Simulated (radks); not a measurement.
Values are calculated unless marked as measured or tabulated.
Polarisability of neutral nitrogen, [He] 2s2 2p3, at imaginary frequency. Code: a radial shooting solver on a logarithmic mesh with Libxc functionals. Model: non-relativistic Kohn-Sham, LDA (Slater exchange, Perdew-Wang correlation), spin-unpolarised, spherical densities, point nucleus. Response by self-consistent Sternheimer equations with the Hartree and adiabatic LDA kernel.

w (hartree),alpha1(iw) (bohr^3)
0.00266,9.036
0.0143,9.027
0.0360,8.973
0.0697,8.804
0.118,8.417
0.186,7.704
0.280,6.634
0.413,5.295
0.605,3.871
0.892,2.560
1.35,1.508
2.12,0.7685
3.59,0.3212
6.94,0.09966
17.5,0.01843

Static values: alpha1 = 9.037 bohr^3 (1.339 angstrom^3; uncoupled 11.33). C6 = 31.81, triple-dipole C9 = 203.2 atomic units. One-pole (London) frequency 4 C6 / (3 alpha1^2) = 0.519 hartree, against 0.266 for minus the highest occupied eigenvalue. The dipole shielding factor is 1.000, as the force sum rule N/Z = 1.000 demands. Recommended static value: 7.4 bohr^3 (Schwerdtfeger and Nagle, 2023 table).

Beside tabulated values, note that spin-unpolarised runs miss the spin-polarisation part of the exchange energy of open shells.
